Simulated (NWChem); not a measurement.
System: C5H5 cation

Input file for NWChem:

```
start job
memory heap 200 mb stack 900 mb global 1100 mb
charge 1
geometry units angstroms noautosym nocenter noautoz
  C     -0.943313    -0.153380     0.376931
  C     -0.411032    -1.268071    -0.087091
  C      0.931325    -0.677201    -0.064775
  C      0.870889     0.701325    -0.073299
  C     -0.545305     1.198288    -0.026372
  H     -0.750407    -2.289080    -0.268892
  H      1.828749    -1.260013     0.170887
  H      1.705263     1.341276     0.233565
  H     -1.010912     1.454089    -0.993985
  H     -0.673879     2.020722     0.693136
end
basis spherical
  * library def2-svp
end
dft
  xc pbe0
  iterations 150
end
cosmo
  do_cosmo_smd true
  solvent propnol2
end
task dft energy
```

NWChem printed, in part:

```
             Northwest Computational Chemistry Package (NWChem) 7.3.0
             --------------------------------------------------------

                             Geometry "geometry" -> ""
                             -------------------------

 Output coordinates in angstroms (scale by  1.889725989 to convert to a.u.)

  No.       Tag          Charge          X              Y              Z
 ---- ---------------- ---------- -------------- -------------- --------------
    1 C                    6.0000    -0.94331300    -0.15338000     0.37693100
    2 C                    6.0000    -0.41103200    -1.26807100    -0.08709100
    3 C                    6.0000     0.93132500    -0.67720100    -0.06477500
    4 C                    6.0000     0.87088900     0.70132500    -0.07329900
    5 C                    6.0000    -0.54530500     1.19828800    -0.02637200
    6 H                    1.0000    -0.75040700    -2.28908000    -0.26889200
    7 H                    1.0000     1.82874900    -1.26001300     0.17088700
    8 H                    1.0000     1.70526300     1.34127600     0.23356500
    9 H                    1.0000    -1.01091200     1.45408900    -0.99398500
   10 H                    1.0000    -0.67387900     2.02072200     0.69313600

 Effective nuclear repulsion energy (a.u.)     149.8694389181

                                 NWChem DFT Module
                                 -----------------

 Summary of "ao basis" -> "ao basis" (spherical)
 ------------------------------------------------------------------------------
       Tag                 Description            Shells   Functions and Types
 ---------------- ------------------------------  ------  ---------------------
 C                          def2-svp                 6       14   3s2p1d
 H                          def2-svp                 3        5   2s1p

 in cosmo_initialize ...
 calling solv_data for solv:propnol2

 solvent parameters
 solvname_short: propnol2
 solvname_long:  2-propanol
 dielec:       19.2640
 dielecinf:     1.8978
 nonaqueous SMD model solvent descriptors
 dielec:       19.2640
 sola:          0.3300
 solb:          0.5600
 solc:          0.0000
 solg:         30.1300
 solh:          0.0000
 soln:          1.3776

          ---------------
          -cosmo- solvent
          ---------------
 Cosmo: York-Karplus, doi: 10.1021/jp992097l
 dielectric constant -eps-     =  19.26
 screen = (eps-1)/(eps    )    =   0.94809
 surface charge correction     = lagrangian

   van der Waals surface
 --------------------------

 ---------- ATOMIC COORDINATES (A.U.) ------------ VDWR(ANG.) --
     1   -1.78260309   -0.28984617    0.71229631     1.850
     2   -0.77673785   -2.39630672   -0.16457813     1.850
     3    1.75994906   -1.27972433   -0.12240700     1.850
     4    1.64574158    1.32531208   -0.13851503     1.850
     5   -1.03047703    2.26443598   -0.04983585     1.850
     6   -1.41806361   -4.32573397   -0.50813220     1.200
     7    3.45583451   -2.38107931    0.32292961     1.200
     8    3.22247981    2.53464412    0.44137385     1.200
     9   -1.91034668    2.74782977   -1.87835929     1.200
    10   -1.27344666    3.81861088    1.30983711     1.200
 number of segments per atom =        128
 number of   points per atom =        128
 atom (   nspa,  nppa )
 ----------------------
    1 (     51,     0 )       0
    2 (     52,     0 )       0
    3 (     45,     0 )       0
    4 (     51,     0 )       0
    5 (     46,     0 )       0
    6 (     56,     0 )       0
    7 (     56,     0 )       0
    8 (     55,     0 )       0
    9 (     53,     0 )       0
   10 (     54,     0 )       0
 number of -cosmo- surface points =      519
 molecular surface =    102.272 angstrom**2
 molecular volume  =     81.843 angstrom**3
 -lineq- algorithm             =   0
 -bem- low  level              =   3
 -bem- from -octahedral-
 gaussian surface charge width =   4.50000
 degree of switching           =   1.00000
 switching function tolerance  =   0.00010
 atomic radii =
 --------------
    1  6.000  1.850
    2  6.000  1.850
    3  6.000  1.850
    4  6.000  1.850
    5  6.000  1.850
    6  1.000  1.200
    7  1.000  1.200
    8  1.000  1.200
    9  1.000  1.200
   10  1.000  1.200
 ...... end of -cosmo- initialization ......

 nat:                    10
 ixmem:                  5529
 calling mnsol_interface()
 G(SMD-CDS) energy (kcal/mol)  =    -1.119
 SMD-CDS SASA (angstrom**2)    =   128.281

            General Information
            -------------------
          SCF calculation type: DFT
          Wavefunction type:  closed shell.
          No. of atoms     :    10
          No. of electrons :    34
           Alpha electrons :    17
            Beta electrons :    17
          Charge           :     1
          Spin multiplicity:     1
          Use of symmetry is: off; symmetry adaption is: off
          Maximum number of iterations: 150
          AO basis - number of functions:    95
                     number of shells:    45
          Convergence on energy requested:  1.00D-06
          Convergence on density requested:  1.00D-05
          Convergence on gradient requested:  5.00D-04

              XC Information
              --------------
                         PBE0 Method XC Functional
                     Hartree-Fock (Exact) Exchange  0.250
          PerdewBurkeErnzerhof Exchange Functional  0.750
            Perdew 1991 LDA Correlation Functional  1.000 local
           PerdewBurkeErnz. Correlation Functional  1.000 non-local

             Grid Information
             ----------------
          Grid used for XC integration:  medium
          Radial quadrature: Mura-Knowles
          Angular quadrature: Lebedev.
          Tag              B.-S. Rad. Rad. Pts. Rad. Cut. Ang. Pts.
          ---              ---------- --------- --------- ---------
          C                   0.70       49          10.0       434
          H                   0.35       45          11.0       434
          Grid pruning is: on
          Number of quadrature shells:   470
          Spatial weights used:  Erf1

      Superposition of Atomic Density Guess
      -------------------------------------

 Sum of atomic energies:        -190.62044769

 Renormalizing density from      35.00 to     34

      Non-variational initial energy
      ------------------------------

 Total energy =    -190.076427
 1-e energy   =    -535.336078
 2-e energy   =     195.390212
 HOMO         =      -0.573321
 LUMO         =      -0.415608

   convergence    iter        energy       DeltaE   RMS-Dens  Diis-err
 ---------------- ----- ----------------- --------- --------- ---------
     COSMO gas phase
 d= 0,ls=0.0,diis     1   -192.6584533016 -3.43D+02  1.12D-02  5.63D-01
 d= 0,ls=0.0,diis     2   -192.6309187994  2.75D-02  9.08D-03  6.69D-01
 d= 0,ls=0.0,diis     3   -192.6991280128 -6.82D-02  4.14D-03  1.67D-01
 d= 0,ls=0.0,diis     4   -192.7230947385 -2.40D-02  9.52D-04  1.22D-02
 d= 0,ls=0.0,diis     5   -192.7247146027 -1.62D-03  2.35D-04  3.34D-04
  Resetting Diis
 d= 0,ls=0.0,diis     6   -192.7247418681 -2.73D-05  1.08D-04  1.59D-04
 d= 0,ls=0.0,diis     7   -192.7247630566 -2.12D-05  5.30D-05  8.02D-06
 d= 0,ls=0.0,diis     8   -192.7247612876  1.77D-06  3.39D-05  2.12D-05
 d= 0,ls=0.0,diis     9   -192.7247641136 -2.83D-06  5.21D-06  2.64D-07
 d= 0,ls=0.0,diis    10   -192.7247641509 -3.73D-08  1.68D-06  2.41D-08

   convergence    iter        energy       DeltaE   RMS-Dens  Diis-err
 ---------------- ----- ----------------- --------- --------- ---------
     COSMO solvation phase
 d= 0,ls=0.0,diis     1   -192.8218941951 -9.71D-02  1.38D-03  9.46D-04
 d= 0,ls=0.0,diis     2   -192.8220959445 -2.02D-04  2.13D-04  2.88D-04
 d= 0,ls=0.0,diis     3   -192.8221115547 -1.56D-05  1.28D-04  1.87D-04
 d= 0,ls=0.0,diis     4   -192.8221362094 -2.47D-05  3.71D-05  1.58D-05
 d= 0,ls=0.0,diis     5   -192.8221377820 -1.57D-06  1.21D-05  1.37D-06
 d= 0,ls=0.0,diis     6   -192.8221380727 -2.91D-07  4.14D-06  1.82D-07

         Total DFT energy =     -192.822138072672
      One electron energy =     -539.999996075063
           Coulomb energy =      231.898804605258
    Exchange-Corr. energy =      -28.301864702406
 Nuclear repulsion energy =      149.869438918128

             COSMO energy =       -6.288520818588

 Numeric. integr. density =       34.000000553988

                                COSMO-SMD solvation results
                                ---------------------------

             internal energy in gas <Psi(g)|H|Psi(g)> =      -192.724764150942
         internal energy in solvent <Psi(s)|H|Psi(s)> =      -192.724428491950
                               delta internal energy  =         0.000335658992 (    0.21 kcal/mol)
   total free energy in solvent <Psi(s)|H+V/2|Psi(s)> =      -192.820354576772
 polarization energy contribution <Psi(s)|V/2|Psi(s)> =        -0.095926084822 (  -60.19 kcal/mol)
    total free energy in solvent including G(SMD-CDS) =      -192.822138072672
                       G(SMD-CDS) energy contribution =        -0.001783495899 (   -1.12 kcal/mol)
     1 M fixed-concentration free energy of solvation =        -0.097373921729 (  -61.10 kcal/mol)

                       DFT Final Molecular Orbital Analysis
                       ------------------------------------

 Vector   15  Occ=2.000000D+00  E=-4.316362D-01
              MO Center=  5.0D-01,  1.2D-01,  2.9D-02, r^2= 2.7D+00
   Bfn.  Coefficient  Atom+Function         Bfn.  Coefficient  Atom+Function
  ----- ------------  ---------------      ----- ------------  ---------------
    46      0.318111   4 C  px               60     -0.283622   5 C  px
    32     -0.252017   3 C  px               81      0.250504   8 H  s
    18      0.242566   2 C  px               76     -0.212329   7 H  s
     5      0.197678   1 C  py               63     -0.126370   5 C  px
    20     -0.125308   2 C  pz               21      0.108760   2 C  px

 Vector   16  Occ=2.000000D+00  E=-3.916013D-01
              MO Center= -1.4D-01, -1.4D-01, -6.2D-02, r^2= 2.8D+00
   Bfn.  Coefficient  Atom+Function         Bfn.  Coefficient  Atom+Function
  ----- ------------  ---------------      ----- ------------  ---------------
    20      0.267449   2 C  pz               34      0.264466   3 C  pz
     6      0.223984   1 C  pz               86      0.222831   9 H  s
    62     -0.220062   5 C  pz               19     -0.165719   2 C  py
    91     -0.166150  10 H  s                37      0.162228   3 C  pz
     3      0.150163   1 C  s                23      0.141395   2 C  pz

 Vector   17  Occ=2.000000D+00  E=-3.191295D-01
              MO Center= -3.6D-02, -9.1D-02,  1.5D-01, r^2= 2.5D+00
   Bfn.  Coefficient  Atom+Function         Bfn.  Coefficient  Atom+Function
  ----- ------------  ---------------      ----- ------------  ---------------
     6      0.355720   1 C  pz               48     -0.339707   4 C  pz
    34     -0.266101   3 C  pz                9      0.252356   1 C  pz
    51     -0.226271   4 C  pz                2      0.171466   1 C  s
    37     -0.170817   3 C  pz                4     -0.164351   1 C  px
    20      0.158807   2 C  pz                7     -0.140241   1 C  px

 Vector   18  Occ=0.000000D+00  E=-1.508208D-01
              MO Center= -5.2D-01, -1.0D-01,  2.1D-01, r^2= 2.5D+00
   Bfn.  Coefficient  Atom+Function         Bfn.  Coefficient  Atom+Function
  ----- ------------  ---------------      ----- ------------  ---------------
     4      0.503144   1 C  px                7      0.410218   1 C  px
    48     -0.247108   4 C  pz                3     -0.242134   1 C  s
    31     -0.242273   3 C  s                51     -0.239795   4 C  pz
    20      0.213907   2 C  pz               23      0.192276   2 C  pz
    59      0.172443   5 C  s                45     -0.164468   4 C  s

 Vector   19  Occ=0.000000D+00  E=-9.615351D-02
              MO Center= -1.9D-01, -1.7D-01,  5.9D-02, r^2= 2.8D+00
   Bfn.  Coefficient  Atom+Function         Bfn.  Coefficient  Atom+Function
  ----- ------------  ---------------      ----- ------------  ---------------
     6      0.348612   1 C  pz                9      0.333050   1 C  pz
    23     -0.313891   2 C  pz                7      0.310367   1 C  px
    37     -0.282419   3 C  pz                3      0.279752   1 C  s
     4      0.270044   1 C  px               34     -0.263842   3 C  pz
    51      0.265036   4 C  pz               87      0.259567   9 H  s

 Vector   20  Occ=0.000000D+00  E=-1.964891D-02
              MO Center=  3.0D-01, -3.8D-01, -4.9D-02, r^2= 2.8D+00
   Bfn.  Coefficient  Atom+Function         Bfn.  Coefficient  Atom+Function
  ----- ------------  ---------------      ----- ------------  ---------------
    37      0.541160   3 C  pz               59     -0.460850   5 C  s
    23     -0.442505   2 C  pz               51     -0.442609   4 C  pz
    34      0.384781   3 C  pz               20     -0.350671   2 C  pz
     3      0.317829   1 C  s                48     -0.315578   4 C  pz
     8      0.257457   1 C  py                9      0.249547   1 C  pz

     Multipole analysis of the density
     ---------------------------------

     L   x y z        total         alpha         beta         nuclear
     -   - - -        -----         -----         ----         -------
     0   0 0 0      1.000000    -17.000000    -17.000000     35.000000

     1   1 0 0      0.016316     -0.477689     -0.477689      0.971693
     1   0 1 0      0.009780     -0.063858     -0.063858      0.137496
     1   0 0 1     -0.129008     -0.619210     -0.619210      1.109411

     2   2 0 0    -15.327757    -54.414754    -54.414754     93.501750
     2   1 1 0     -0.205536      1.996374      1.996374     -4.198285
     2   1 0 1      1.501027      2.762751      2.762751     -4.024474
     2   0 2 0    -11.239871    -75.133422    -75.133422    139.026972
     2   0 1 1      0.733197     -0.971934     -0.971934      2.677065
     2   0 0 2    -21.080805    -15.154319    -15.154319      9.227833
```

Level: PBE0/def2-SVP, SMD on the gas-phase geometry. Coordinates come from a PBE0/def2-SVP optimisation. Solvent: 2-propanol.
